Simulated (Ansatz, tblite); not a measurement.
Spin states of Hg₂O₂⁻, each relaxed with r2SCAN-D4/def2-TZVPD in Ansatz. Electronic energies in the gas phase.

In the def2 sets Hg takes a core potential; there is no spin–orbit coupling. The xTB rows come from tblite. HSE06 is defined as in plane-wave codes, on full-range PBE exchange. Correlated methods freeze 2 core orbitals; core or outer-core shells of Hg are correlated, in sets that lack core-valence functions. The rows differ in basis, and correlated rows in double-zeta sets carry the largest basis error. The structure holds one bond between oxygen atoms, so isomers without such links may lie far lower. HOMO above LUMO, or a gap near zero within one spin, warns that the state may not be the lowest or that an electron is smeared out. In the quartet geometry the species has come apart into loosely held pieces. The structure comes from a short search, and lower isomers may exist.

Doublet geometry:

```xyz
4

Hg   -1.0145    0.4342    1.9024
Hg   -1.2746    0.1239   -1.4100
O     1.1732   -0.7151   -0.7444
O     1.1159    0.1570    0.2521
```

Quartet geometry (C2v within 0.1 Å):

```csv
atom,x (Å),y (Å),z (Å)
Hg1,1.335,1.061,-1.376
Hg2,-1.596,0.415,-1.444
O3,-0.461,-0.869,1.397
O4,0.723,-0.608,1.423
```

⟨S²⟩: doublet 0.76 at PBE0-D4/def2-TZVPD (pure 0.75), quartet 3.76 at PBE0-D4/def2-TZVPD (pure 3.75).

Only these spin states were relaxed. The quartet has fallen apart into loose fragments. The quartet has other bonds than the doublet, so the gap mixes isomer and spin.

Estimate which spin state lies lowest at each of these levels, and by how much: GFN1-xTB; GFN2-xTB; HF/def2-SVPD; HF/def2-TZVPD; r2SCAN-D4/def2-TZVPD; B97M-V/def2-TZVPD; PBE0-D4/def2-TZVPD; HSE06-D4/def2-TZVPD; B2PLYP/def2-TZVPD; MP2/def2-SVPD; MP2/def2-TZVPD; CCSD/def2-SVPD.


| level | quartet − doublet (kJ/mol) | lowest of these | remarks |
| --- | --- | --- | --- |
| GFN1-xTB | 414.3 | doublet | – |
| GFN2-xTB | 428.7 | doublet | – |
| HF/def2-SVPD | 138.0 | doublet | HOMO above zero (quartet) |
| HF/def2-TZVPD | 67.1 | doublet | HOMO above zero (quartet) |
| r2SCAN-D4/def2-TZVPD | 131.1 | doublet | HOMO above zero (doublet), HOMO above zero (quartet) |
| B97M-V/def2-TZVPD | 145.1 | doublet | HOMO above zero (doublet), HOMO above zero (quartet), gap within one spin near zero (quartet) |
| PBE0-D4/def2-TZVPD | 127.6 | doublet | HOMO above zero (quartet) |
| HSE06-D4/def2-TZVPD | 125.4 | doublet | HOMO above zero (doublet), HOMO above zero (quartet) |
| B2PLYP/def2-TZVPD | 145.2 | doublet | – |
| MP2/def2-SVPD | 191.2 | doublet | HOMO above zero (quartet) |
| MP2/def2-TZVPD | 138.6 | doublet | HOMO above zero (quartet) |
| CCSD/def2-SVPD | 200.8 | doublet | HOMO above zero (quartet) |

The xTB methods have no term that favours high spin, so they put low spin too low.
